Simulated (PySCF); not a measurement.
C4H5 (SMILES [CH]1[C@@H]2C[C@H]12), doublet, geometry from GFN2-xTB; MP2/def2-SVPD in PySCF.

The PySCF input:
```python
from pyscf import gto, scf, mp

mol = gto.M(
    atom='''
C    -0.01104778    1.15299217    0.29268087
C     0.00606920   -1.07161673    0.36284337
C     0.77792320    0.05175663   -0.24703001
C    -0.77530873    0.03948149   -0.25730269
H    -0.01656875    2.16285392   -0.07926104
H    -0.00045853   -1.14950133    1.44290558
H     0.01698984   -2.03272552   -0.13990186
H     1.48440418    0.00352078   -1.05567554
H    -1.47018212   -0.01982922   -1.07521641
''',
    basis='def2-svpd',
    spin=1,
    verbose=4,
)

mf = scf.UHF(mol)
mf.kernel()

pt = mp.MP2(mf)
pt.kernel()
print('E(MP2) = %.10f' % pt.e_tot)
```

**Question.** Predict the main parts of the log of this PySCF run.

**Answer.** 
```
PySCF version 2.14.0

[INPUT] verbose = 4
[INPUT] num. atoms = 9
[INPUT] num. electrons = 29
[INPUT] charge = 0
[INPUT] spin (= nelec alpha-beta = 2S) = 1
[INPUT] symmetry False subgroup None
[INPUT] Mole.unit = angstrom
[INPUT] Symbol           X                Y                Z      unit          X                Y                Z       unit  Magmom
[INPUT]  1 C     -0.011047780000   1.152992170000   0.292680870000 AA   -0.020877278484   2.178839425068   0.553086686199 Bohr   0.0
[INPUT]  2 C      0.006069200000  -1.071616730000   0.362843370000 AA    0.011469125795  -2.025062130202   0.685674595414 Bohr   0.0
[INPUT]  3 C      0.777923200000   0.051756630000  -0.247030010000 AA    1.470061793945   0.097805855830  -0.466819063449 Bohr   0.0
[INPUT]  4 C     -0.775308730000   0.039481490000  -0.257302690000 AA   -1.465121161684   0.074609203090  -0.486231615214 Bohr   0.0
[INPUT]  5 H     -0.016568750000   2.162853920000  -0.079261040000 AA   -0.031310399726   4.087201556242  -0.149781657948 Bohr   0.0
[INPUT]  6 H     -0.000458530000  -1.149501330000   1.442905580000 AA   -0.000866496120  -2.172242693523   2.726696369807 Bohr   0.0
[INPUT]  7 H      0.016989840000  -2.032725520000  -0.139901860000 AA    0.032106144500  -3.841294519214  -0.264376199717 Bohr   0.0
[INPUT]  8 H      1.484404180000   0.003520780000  -1.055675540000 AA    2.805117358360   0.006653309945  -1.994937647002 Bohr   0.0
[INPUT]  9 H     -1.470182120000  -0.019829220000  -1.075216410000 AA   -2.778241560032  -0.037471795064  -2.031864539538 Bohr   0.0

nuclear repulsion = 108.89797913877
number of shells = 52
number of NR pGTOs = 170
number of NR cGTOs = 120
basis = def2-svpd
ecp = {}

******** <class 'pyscf.scf.uhf.UHF'> ********
method = UHF
initial guess = minao
damping factor = 0
level_shift factor = 0
DIIS = <class 'pyscf.scf.diis.CDIIS'>
diis_start_cycle = 1
diis_space = 8
diis_damp = 0
SCF conv_tol = 1e-09
SCF conv_tol_grad = None
SCF max_cycles = 50
direct_scf = True
direct_scf_tol = 1e-13
number electrons alpha = 15  beta = 14
Set gradient conv threshold to 3.16228e-05
init E= -155.31487213648

cycle= 1 E= -154.057740187318  delta_E= 1.26  |g|= 0.277  |ddm|=  2.9
cycle= 2 E= -154.115899875926  delta_E= -0.0582  |g|= 0.122  |ddm|= 0.88
cycle= 3 E= -154.125496458557  delta_E= -0.0096  |g|= 0.0462  |ddm|= 0.322
cycle= 4 E= -154.128661593137  delta_E= -0.00317  |g|= 0.0189  |ddm|= 0.187
cycle= 5 E= -154.129596202321  delta_E= -0.000935  |g|= 0.0103  |ddm|= 0.104
cycle= 6 E= -154.129969110183  delta_E= -0.000373  |g|= 0.00461  |ddm|= 0.0868
cycle= 7 E= -154.130031661822  delta_E= -6.26e-05  |g|= 0.00233  |ddm|= 0.0304
cycle= 8 E= -154.130045160434  delta_E= -1.35e-05  |g|= 0.0012  |ddm|= 0.0119
cycle= 9 E= -154.130049212979  delta_E= -4.05e-06  |g|= 0.000446  |ddm|= 0.0107
cycle= 10 E= -154.130049735057  delta_E= -5.22e-07  |g|= 0.000149  |ddm|= 0.0063
cycle= 11 E= -154.130049782456  delta_E= -4.74e-08  |g|= 6.67e-05  |ddm|= 0.00191
cycle= 12 E= -154.130049790871  delta_E= -8.42e-09  |g|= 3.55e-05  |ddm|= 0.000459
cycle= 13 E= -154.130049793898  delta_E= -3.03e-09  |g|= 1.59e-05  |ddm|= 0.000264
cycle= 14 E= -154.130049794562  delta_E= -6.64e-10  |g|= 6.37e-06  |ddm|= 0.000138
Extra cycle  E= -154.130049794616  delta_E= -5.41e-11  |g|= 3.76e-06  |ddm|= 2.32e-05
converged SCF energy = -154.130049794616  <S^2> = 0.76037304  2S+1 = 2.0103463

******** <class 'pyscf.mp.ump2.UMP2'> ********
nocc = (np.int64(15), np.int64(14)), nmo = (120, 120)
E(UMP2) = -154.683449457354  E_corr = -0.553399662738379
E(SCS-UMP2) = -154.673820238367  E_corr = -0.543770443751455
E_corr(same-spin) = -0.138818251770693
E_corr(oppo-spin) = -0.414581410967687
E(MP2) = -154.6834494574
```
